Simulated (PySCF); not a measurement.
Si(F)(Br)(Me)(OH) (CH4BrFOSi), SMILES C[Si](O)(F)Br. The structure is a stationary point at PBE0-D3(BJ)/def2-SVP. The values are those of a single conformer.

Method: PBE0-D3(BJ)/def2-SVP (PySCF).

Harmonic wavenumbers (cm⁻¹): 127, 153, 183, 239, 242, 285, 331, 442, 719, 763, 790, 830, 916, 979, 1277, 1419, 1422, 3071, 3180, 3188, 3931. Rotational constants (GHz): 3.635, 1.498, 1.466; symmetry number 1.

Question: Work out the zero-point energy and the ideal-gas rigid-rotor harmonic-oscillator thermochemistry at 298.15 K and 1 atm.

Answer: ZPE = ½ Σ hcν = ½ × 24486 cm⁻¹ = 146.46 kJ/mol. H − E(el) = 168.10 kJ/mol. Entropy in J/(mol K): translation 171.97, rotation 117.53, vibration 68.28, total 357.78. G − E(el) = 61.43 kJ/mol. Cp = 108.38 J/(mol K). Modes under 150 cm⁻¹ make the vibrational entropy uncertain.
